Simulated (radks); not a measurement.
All-electron atom: Ta XV in [Kr] 4d10 4f11 5s2.

All-electron calculation, scalar-relativistic Kohn-Sham, PBEsol, spin-polarised, spherical densities, finite nucleus; open shells are filled with parallel spins first (spin-orbit coupling, left out, can overturn this in heavy ions); Fermi nuclear charge, rms radius 5.3507 fm. Program: a radial shooting solver on a logarithmic mesh with Libxc functionals.

Energy parts (eV):
total: -422638.60
kinetic: 464350.66
electron-nucleus: -1026131.35
Hartree: 147293.92
exchange-correlation: -8151.83

Orbitals (lengths in bohr, moments of r in powers of bohr):
| orbital | occ. | eigenvalue (eV) | <r> | <1/r> |
|---|---|---|---|---|
| 1s down | 1 | -67624.28 | 0.01867 | 85.37 |
| 1s up | 1 | -67624.28 | 0.01867 | 85.37 |
| 2s up | 1 | -11868.40 | 0.07898 | 19.95 |
| 2s down | 1 | -11868.33 | 0.07898 | 19.95 |
| 2p up | 3 | -10441.91 | 0.07057 | 18.15 |
| 2p down | 3 | -10441.86 | 0.07057 | 18.15 |
| 3s up | 1 | -2950.166 | 0.2049 | 7.385 |
| 3s down | 1 | -2948.133 | 0.2048 | 7.389 |
| 3p up | 3 | -2525.635 | 0.2049 | 6.835 |
| 3p down | 3 | -2523.595 | 0.2048 | 6.839 |
| 3d up | 5 | -2029.204 | 0.1856 | 6.463 |
| 3d down | 5 | -2027.638 | 0.1855 | 6.467 |
| 4s up | 1 | -833.6485 | 0.4553 | 3.162 |
| 4s down | 1 | -830.0212 | 0.4555 | 3.160 |
| 4p up | 3 | -692.8621 | 0.4819 | 2.887 |
| 4p down | 3 | -689.3488 | 0.4822 | 2.885 |
| 4d up | 5 | -512.3582 | 0.5098 | 2.591 |
| 4d down | 5 | -508.9270 | 0.5104 | 2.588 |
| 5s up | 1 | -323.7427 | 0.9581 | 1.422 |
| 5s down | 1 | -321.9531 | 0.9611 | 1.416 |
| 4f up | 7 | -310.1079 | 0.5503 | 2.206 |
| 4f down | 4 | -306.6459 | 0.5526 | 2.200 |

The highest occupied level is 4f down at -306.65 eV. The electron density at the nucleus is 1.393e+06 e/bohr^3 (large components only). Spin moment in Bohr magnetons: 3.
